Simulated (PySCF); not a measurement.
Level of theory: TPSSh-D3(BJ)/def2-TZVP // r2SCAN-D4/def2-SVP (PySCF 2.14.0). Isolated molecules, 0 K electronic values unless said otherwise. One relaxed conformer stands for a flexible species; it need not be the lowest. 

Reference species: [Cd(OH)(NH2)] (neutral, multiplicity 1).

```yaml
LUMO: -1.37 eV
HOMO: -6.35 eV
charge on the central atom (Mulliken): 0.78 e
HOMO–LUMO gap: 4.99 eV
```

Changed species: [Cd(OH)2] (0 of 2 OH replaced by NH2; the reference has 1 of 2 OH replaced by NH2).

Problem. Give the shifts of the LUMO, HOMO, charge on the central atom (Mulliken) and HOMO–LUMO gap.

Solution. the LUMO decreases by 0.44 eV, to -1.81 eV; the HOMO falls by 0.79 eV, to -7.14 eV; the charge on the central atom (Mulliken) rises by 0.07 e, to 0.85 e; the HOMO–LUMO gap goes up by 0.34 eV, to 5.33 eV.
